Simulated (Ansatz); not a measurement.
Basis-set extrapolation for H3O3SSi (`O[Si](O)(O)[S]`) radical (PBE0-D4/def2-TZVP geometry, frozen core, Ansatz 0.2.0). Multiplicity 2, UHF reference.

```tsv
	def2-TZVPP	def2-QZVPP
HF	-913.113835	-913.145612
MP2 correlation	-0.971890	-1.055610
CCSD(T) correlation	-1.037527	not run
```

Energies in hartree. Use E(X) = E(∞) + A·exp(−7.88·√X) for Hartree–Fock and E(X) = E(∞) + B·X^(−2.97) for correlation, with X = 3 and 4, and add CCSD(T) minus MP2 of the smaller set to the MP2 limit.

What is the CCSD(T) energy at the basis-set limit?

HF limit: -913.145612 + (-0.031777) × 0.13774 = -913.14999. MP2 limit: -1.055610 + (-0.083720) × 0.74074 = -1.11762. Higher-order term: -1.037527 − (-0.971890) = -0.06564. Total: -914.33325 hartree, 477.5 kJ/mol below CCSD(T)/def2-TZVPP.
